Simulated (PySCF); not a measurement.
## Atomic charges by several schemes

Compound: C5H11Al.
Cartesian coordinates in Å at the PBE0-D3(BJ)/def2-SVP level; atoms count from 1:
```xyz
17
C5H11Al angstrom
C      3.1930    0.4117   -0.1805
C      1.9515   -0.4024    0.1834
Al     0.2222    0.2288   -0.5103
C     -1.4758   -0.3839    0.2034
C     -2.6504   -0.6277   -0.7347
C     -2.6887    0.5344    0.1893
H      3.2882    0.5508   -1.2697
H      4.1263   -0.0620    0.1674
H      3.1632    1.4209    0.2619
H      1.8652   -0.5140    1.2806
H      2.0619   -1.4433   -0.1825
H      0.1521    1.2534   -1.7375
H     -1.4523   -1.0675    1.0615
H     -2.5210   -0.4351   -1.8053
H     -3.3007   -1.4807   -0.5193
H     -2.5841    1.5386   -0.2356
H     -3.3673    0.4900    1.0463
```

Density: PBE0/pcSseg-1 (PySCF); schemes: Mulliken, IAO, Hirshfeld and ESP-fitted. The structure is a single PBE0-D3(BJ)/def2-SVP conformer in the gas phase; no vibrational or solvent corrections.

Question: At which atom do the 4 schemes differ most?

Answer: At C2: from -0.661 (Mulliken) to -0.217 e (Hirshfeld), 0.444 e apart.

Question: For which atoms does the sign change between the 4 schemes (beyond +0.03 e in one, beyond −0.03 e in another)?

Answer: For none.

Question: Give the atomic charges in each scheme.

Answer: In e:

```tsv
atom	environment	Mulliken	IAO	Hirshfeld	ESP-fitted
C1	methyl carbon	-0.278	-0.392	-0.120	+0.029
C2	chain CH2 carbon	-0.661	-0.619	-0.217	-0.300
Al3	aluminium bonded to 2 C and H	+0.922	+0.892	+0.534	+0.828
C4	three-membered-ring carbon	-0.607	-0.508	-0.204	-0.459
C5	three-membered-ring carbon	-0.218	-0.267	-0.090	-0.307
C6	three-membered-ring carbon	-0.214	-0.266	-0.090	-0.229
H7	methyl hydrogen	+0.116	+0.131	+0.035	-0.029
H8	methyl hydrogen	+0.113	+0.133	+0.034	+0.016
H9	methyl hydrogen	+0.110	+0.129	+0.035	-0.006
H10	methylene hydrogen	+0.137	+0.139	+0.028	+0.014
H11	methylene hydrogen	+0.135	+0.141	+0.029	+0.041
H12	Al–H hydrogen	-0.233	-0.214	-0.178	-0.295
H13	methine hydrogen	+0.140	+0.142	+0.032	+0.149
H14	methylene hydrogen	+0.136	+0.136	+0.041	+0.135
H15	methylene hydrogen	+0.133	+0.145	+0.045	+0.160
H16	methylene hydrogen	+0.137	+0.136	+0.041	+0.113
H17	methylene hydrogen	+0.132	+0.145	+0.045	+0.142
```

Mean size of the charges over all atoms: IAO 0.267 e, Mulliken 0.260 e, ESP-fitted 0.191 e, Hirshfeld 0.106 e. Each set sums to the total charge, 0, to within 0.001 e. The Mulliken scheme gives each basis function's population to the atom it is centred on and halves the overlap population of two atoms between them.

Question: How many electrons does the ESP-fitted scheme count on C4?

Answer: Z − q = 6 − (-0.459) = 6.459.

Question: How closely do the schemes follow one another over all atoms?

Answer: Correlation coefficient and root-mean-square difference: Mulliken with IAO 0.99, 0.043 e; Mulliken with Hirshfeld 0.96, 0.197 e; IAO with Hirshfeld 0.95, 0.191 e; Hirshfeld with ESP-fitted 0.94, 0.136 e; Mulliken with ESP-fitted 0.92, 0.141 e; IAO with ESP-fitted 0.90, 0.149 e.

Question: Sum the charges by element, for elements with more than one atom.

Answer: 
```tsv
element	atoms	Mulliken	IAO	Hirshfeld	ESP-fitted
C	5	-1.978	-2.052	-0.722	-1.267
H	11	+1.056	+1.160	+0.188	+0.439
```

These values come from a run that also computed NMR shieldings. The run took 54 s of wall time on Intel Xeon at 2.50 GHz, one thread, no GPU, on a shared host, and the process peaked at 0.81 GiB of memory.
